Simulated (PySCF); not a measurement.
CuF, SMILES [F][Cu], multiplicity 1. Geometry: PBE-D3(BJ)/def2-TZVPD. The spin state was assumed, not searched.

These are PBE-D3(BJ)/def2-TZVPD (PySCF 2.14.0) values and carry that method's errors.

Harmonic wavenumbers (cm⁻¹): 592. Rotational constants (GHz): 11.14 (linear); symmetry number 1.

### Question
Work out the zero-point energy and the ideal-gas rigid-rotor harmonic-oscillator thermochemistry at 298.15 K and 1 atm.

### Answer
ZPE = ½ Σ hcν = ½ × 592 cm⁻¹ = 0.85 kcal/mol. H − E(el) = 3.02 kcal/mol. Entropy in cal/(mol K): translation 39.15, rotation 14.55, vibration 0.46, total 54.16. G − E(el) = -13.13 kcal/mol. Cp = 8.00 cal/(mol K).
